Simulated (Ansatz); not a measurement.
One change: `[SiH3]CO[SiH2]Cl` becomes `CCO[SiH2]Cl`.

Ansatz, PBE0-D4/def2-TZVP geometries, multiplicity 1. Each molecule was computed in one conformer, which needn't be the lowest.

| property | `[SiH3]CO[SiH2]Cl` |
| --- | --- |
| LUMO energy (ωB97M-V/def2-TZVPP) / eV | 1.89 |
| HOMO–LUMO gap (B3LYP/def2-TZVPP) / eV | 8.33 |
| HOMO–LUMO gap (PBE0/def2-TZVPP) / eV | 8.75 |
| size of the dipole moment (ωB97M-V/def2-TZVPP) / D | 1.18 |
| LUMO energy (B3LYP/def2-TZVPP) / eV | 0.02 |
| size of the dipole moment (B3LYP/def2-TZVPP) / D | 1.18 |

(1) Give the same properties after the change, and the shifts. (Estimate.)

## Answers

(1) Computed: 
| property | `CCO[SiH2]Cl` | shift |
| --- | --- | --- |
| LUMO energy (ωB97M-V/def2-TZVPP) / eV | 2.25 | 0.36 |
| HOMO–LUMO gap (B3LYP/def2-TZVPP) / eV | 8.68 | 0.35 |
| HOMO–LUMO gap (PBE0/def2-TZVPP) / eV | 9.11 | 0.36 |
| size of the dipole moment (ωB97M-V/def2-TZVPP) / D | 1.66 | 0.48 |
| LUMO energy (B3LYP/def2-TZVPP) / eV | 0.35 | 0.33 |
| size of the dipole moment (B3LYP/def2-TZVPP) / D | 1.65 | 0.47 |

Dipoles are sizes alone; their direction can turn.

B3LYP here is the variant with VWN-RPA as its local correlation; programs differ in this.
